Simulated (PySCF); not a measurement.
C4H7NSi, SMILES C(/C=C\C[SiH3])#N. Geometry: PBE0-D3(BJ)/def2-SVP. The structure was generated by enumeration; whether it is a known compound was not checked. The values are those of a single conformer.

**Question.** Give the equilibrium geometry at PBE0-D3(BJ)/def2-SVP (PySCF confirms it by a frequency run) as a Z-matrix. (Estimate from the structure and the level; the computed values follow.)

**Answer.** One answer among several that fit: 
```
C
H 1 1.1021
H 1 1.1022 2 108.28
C 1 1.4813 2 111.58 3 122.36
C 4 1.3472 1 125.93 2 21.28
H 5 1.0929 4 120.83 1 177.96
H 4 1.0957 5 116.95 6 0.51
C 5 1.4255 6 116.81 4 -179.91
N 8 1.1608 6 153.62 5 179.92
Si 1 1.9045 2 107.30 3 -115.33
H 10 1.4912 1 109.55 2 -59.97
H 10 1.4934 11 110.08 1 -120.11
H 10 1.4945 11 109.28 12 -119.91
```
